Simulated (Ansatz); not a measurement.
CH₃AlF, charge +1, singlet, at a GFN2-xTB geometry (such geometries of metal compounds can be far from the true shape); HF/pcseg-1 in Ansatz (a quantum-chemistry and plane-wave program).

Here is a job for Ansatz.
Ansatz 0.2 input:
```yaml
crystal:
  periodic: [false, false, false]
  atoms:
    - {symbol: Al, position_ang: [-0.00183823, -0.10873141, 0.07363465]}
    - {symbol: C, position_ang: [0.02551671, 1.50931262, -1.02213066]}
    - {symbol: H, position_ang: [-0.68819077, 2.23193081, -0.60584037]}
    - {symbol: H, position_ang: [-0.25953274, 1.24720788, -2.04921436]}
    - {symbol: H, position_ang: [1.03917499, 1.93021296, -1.00824476]}
    - {symbol: F, position_ang: [-0.02451719, -1.45019100, 0.98209255]}
basis:
  gaussian:
    orbitals: pcseg-1.json
hamiltonian:
  xc: hf
total_charge: 1
```
The basis file holds pcseg-1 in the JSON format of the Basis Set Exchange.

**Question.** Write the output that Ansatz gives for this input, abridged.

**Answer.** 
```
Functional definition: HF
609 factors; integrals over basis functions are off by at most 9.4e-4 eV
mean field evaluation 1: about -10352.7312 eV, gradient 6.1e1 eV
mean field evaluation 2: about -10352.7377 eV, gradient 6.1e1 eV
mean field evaluation 4: about -10359.3454 eV, gradient 3.0e0 eV
mean field evaluation 8: about -10359.3744 eV, gradient 1.0e-4 eV
mean field -10359.37442464 eV, -380.6999882694 hartree, gradient 1.7e-5 eV, S^2 0.000000; 0 other end points of the search recorded, 0 dependent functions left out
reference -10359.37442464 eV, -380.6999882694 hartree; 15, 15 occupied and 46, 46 virtual orbitals, 609 factors
Total energy: -10359.37442464 eV, -380.6999882694 hartree
```
